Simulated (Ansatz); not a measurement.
Reaction (redistribution): `[F][SnH2][O]C(F)(F)F` + `[F][GeH3]` → `FC(F)(F)[O][SnH3]` + `[F][GeH2][F]`

Calculated with Ansatz (gas phase, PBE0-D4/def2-TZVP geometries, no zero-point term in ΔE). CCSD(T)/CBS is the MP2 limit (def2-TZVPP, def2-QZVPP) plus CCSD(T) − MP2 in def2-TZVPP, frozen cores. DFT in def2-TZVPP. B3LYP here is the variant with VWN-RPA as its local correlation; programs differ in this. def2 core potentials past Kr. For Ge, Sn outer-core shells are correlated without core-valence functions, which leaves a few kJ/mol of doubt a bond. Scalar relativity is left out up to krypton. One conformer a species, not always the lowest.

`[F][SnH2][O]C(F)(F)F`:

```xyz
9

F     1.028    0.894   -2.231
Sn    1.339    0.538   -0.384
O     0.023   -0.891    0.037
C    -1.194   -0.631    0.470
F    -1.216   -0.329    1.784
F    -1.997   -1.675    0.291
F    -1.752    0.427   -0.162
H     2.817   -0.270   -0.283
H     0.952    1.938    0.478
```

`[F][GeH3]`:

Z-matrix (Å, degrees):
```
Ge
F 1 1.742
H 1 1.533 2 106.2
H 1 1.533 2 106.3 3 120.0
H 1 1.533 2 106.2 3 -120.0
```

`FC(F)(F)[O][SnH3]`:

Cartesian coordinates in Å:
```
F 2.208 -0.774 -1.171
C 0.917 -0.592 -0.893
F 0.477 0.419 -1.691
F 0.264 -1.694 -1.314
O 0.734 -0.344 0.378
Sn -0.908 0.606 1.052
H -0.620 2.254 0.773
H -2.216 -0.034 0.182
H -0.857 0.159 2.685
```

`[F][GeH2][F]`:

```xyz
5

F     0.850    1.423    0.051
Ge    0.046   -0.101    0.008
F    -1.624    0.282   -0.191
H     0.217   -0.761    1.375
H     0.510   -0.842   -1.244
```

```tsv
level	ΔE (kcal/mol)
PBE-D4	-3.0
B3LYP-D4	-3.5
PBE	-3.0
PBE0	-4.0
```

(1) What does CCSD(T)/CBS give? (Estimate.)

Largest T1 diagnostic among the species: 0.013.

Results:

(1) The calculation gave: -2.7 kcal/mol. The listed levels differ from it by -0.3, -0.8, -0.3, -1.3 kcal/mol.

From PBE to PBE0 (25 % exact exchange), in def2-TZVPP and without D4, ΔE moves by −0.9 kcal/mol.
